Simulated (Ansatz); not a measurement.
Isolated molecules relaxed with PBE0-D4/def2-TZVP in Ansatz; ΔE leaves out vibrations. CCSD(T)/CBS is the MP2 limit (def2-TZVPP, def2-QZVPP) plus CCSD(T) − MP2 in def2-TZVPP, frozen cores. For Ge outer-core shells are correlated without core-valence functions, which leaves a few kJ/mol of doubt a bond. Scalar relativity is left out up to krypton. One conformer a species, not always the lowest.

`O=[CH][GeH2][AlH2]` + CH₃NH₂ → `CNC=O` + `[AlH2][GeH3]`  (substitution at a C–Ge bond)

`O=[CH][GeH2][AlH2]`:

```xyz
9

O    -1.450    0.362    2.155
C    -1.519    0.182    0.972
Ge   -0.101    0.793   -0.319
Al    1.598   -0.997   -0.585
H    -2.386   -0.373    0.541
H     0.450    2.124    0.218
H    -0.836    1.067   -1.651
H     1.108   -2.451   -0.989
H     3.136   -0.705   -0.343
```

CH₃NH₂:

Z-matrix (Å, degrees):
```
C
N 1 1.453
H 1 1.092 2 109.4
H 1 1.100 2 115.4 3 -121.6
H 1 1.092 2 109.4 3 116.8
H 2 1.012 1 110.6 3 62.6
H 2 1.012 1 110.6 3 -179.3
```

`CNC=O`:

Cartesian coordinates in Å:
```
C -0.233 0.046 -1.090
N -0.119 -0.480 0.246
C 0.379 0.236 1.277
O 0.782 1.374 1.210
H 0.346 -0.550 -1.801
H -1.275 0.075 -1.419
H 0.160 1.061 -1.078
H -0.423 -1.419 0.435
H 0.383 -0.342 2.220
```

`[AlH2][GeH3]`:

Cartesian coordinates in Å:
```
Al 0.478 0.541 1.242
Ge -0.369 -0.379 -0.897
H 0.261 -0.256 2.598
H 1.264 1.920 1.267
H -0.699 0.709 -1.937
H 0.696 -1.290 -1.547
H -1.632 -1.245 -0.726
```

```tsv
species	CCSD(T)/def2-TZVPP energy (Eh)
`O=[CH][GeH2][AlH2]`	-2433.72766
CH₃NH₂	-95.69970
`CNC=O`	-208.87981
`[AlH2][GeH3]`	-2320.57770
```

Problem. Work out ΔE.

Solution. ΔE = (-208.87981) + (-2320.57770) − (-2433.72766) − (-95.69970) = -0.03015 Eh = -0.82 eV. CCSD(T)/CBS gives -0.81 eV.

Largest T1 diagnostic among the species: 0.015.

Leaving LDA and LC-ωPBE aside and taking each functional with its dispersion term where it has one, the values, not all of them listed here, spread over 0.14 eV, from r2SCAN0-D4 to BLYP-D4. LDA lies −0.25 eV from PBE without D4. From BLYP to BHLYP (50 % exact exchange), in def2-TZVPP and without D4, ΔE moves by −0.12 eV.
